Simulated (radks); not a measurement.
Results of a calculation; reference values are marked as such.
Ge, configuration [Ar] 3d10 4s2 4p2.

Code: a radial shooting solver on a logarithmic mesh with Libxc functionals. Model: scalar-relativistic Kohn-Sham, PBE, spin-polarised, spherical densities, finite nucleus; open shells are filled with parallel spins first; Fermi nuclear charge, rms radius 4.0742 fm.

Energy parts (hartree):
total: -2098.84784
kinetic: 2136.83743
electron-nucleus: -5058.56816
Hartree: 902.41632
exchange-correlation: -79.53343

Orbitals (lengths in bohr, moments of r in powers of bohr; r(max) is where P^2 peaks; r(90%) holds 90 % of the orbital's charge):
[
 {"orbital": "1s up", "occ.": "1", "eigenvalue (hartree)": "-402.8026", "r(max)": "0.03073", "r(90%)": "0.0840", "<1/r>": "32.38"},
 {"orbital": "1s down", "occ.": "1", "eigenvalue (hartree)": "-402.8006", "r(max)": "0.03073", "r(90%)": "0.0840", "<1/r>": "32.38"},
 {"orbital": "2s up", "occ.": "1", "eigenvalue (hartree)": "-50.40373", "r(max)": "0.1760", "r(90%)": "0.325", "<1/r>": "7.106"},
 {"orbital": "2s down", "occ.": "1", "eigenvalue (hartree)": "-50.40318", "r(max)": "0.1760", "r(90%)": "0.325", "<1/r>": "7.106"},
 {"orbital": "2p up", "occ.": "3", "eigenvalue (hartree)": "-44.04411", "r(max)": "0.1412", "r(90%)": "0.300", "<1/r>": "6.967"},
 {"orbital": "2p down", "occ.": "3", "eigenvalue (hartree)": "-44.04256", "r(max)": "0.1412", "r(90%)": "0.300", "<1/r>": "6.967"},
 {"orbital": "3s up", "occ.": "1", "eigenvalue (hartree)": "-6.18472", "r(max)": "0.5424", "r(90%)": "0.934", "<1/r>": "2.283"},
 {"orbital": "3s down", "occ.": "1", "eigenvalue (hartree)": "-6.18242", "r(max)": "0.5424", "r(90%)": "0.933", "<1/r>": "2.283"},
 {"orbital": "3p up", "occ.": "3", "eigenvalue (hartree)": "-4.24208", "r(max)": "0.5431", "r(90%)": "0.995", "<1/r>": "2.129"},
 {"orbital": "3p down", "occ.": "3", "eigenvalue (hartree)": "-4.23932", "r(max)": "0.5431", "r(90%)": "0.994", "<1/r>": "2.130"},
 {"orbital": "3d up", "occ.": "5", "eigenvalue (hartree)": "-1.07165", "r(max)": "0.5038", "r(90%)": "1.26", "<1/r>": "1.778"},
 {"orbital": "3d down", "occ.": "5", "eigenvalue (hartree)": "-1.06607", "r(max)": "0.5036", "r(90%)": "1.24", "<1/r>": "1.783"},
 {"orbital": "4s up", "occ.": "1", "eigenvalue (hartree)": "-0.44941", "r(max)": "1.756", "r(90%)": "3.21", "<1/r>": "0.6162"},
 {"orbital": "4s down", "occ.": "1", "eigenvalue (hartree)": "-0.39538", "r(max)": "1.727", "r(90%)": "3.20", "<1/r>": "0.6246"},
 {"orbital": "4p up", "occ.": "2", "eigenvalue (hartree)": "-0.16224", "r(max)": "2.221", "r(90%)": "4.47", "<1/r>": "0.4569"},
 {"orbital": "4p down", "occ.": "0", "eigenvalue (hartree)": "-0.10629", "r(max)": "2.204", "r(90%)": "4.68", "<1/r>": "0.4491"}
]

The highest occupied level is 4p up at -4.415 eV. The electron density at the nucleus is 3.209e+04 e/bohr^3 (large components only). The spin density at the nucleus is -0.8109 e/bohr^3 (1s -0.0980, 2s 0.0507, 3s 0.0042, 4s -0.7677). Summed over all electrons, <r^2> = 40.86 bohr^2, which gives a Langevin (diamagnetic) susceptibility term of -32.4 x 10^-6 cm^3/mol. The density falls to 0.001 e/bohr^3 at r = 4.43 bohr.
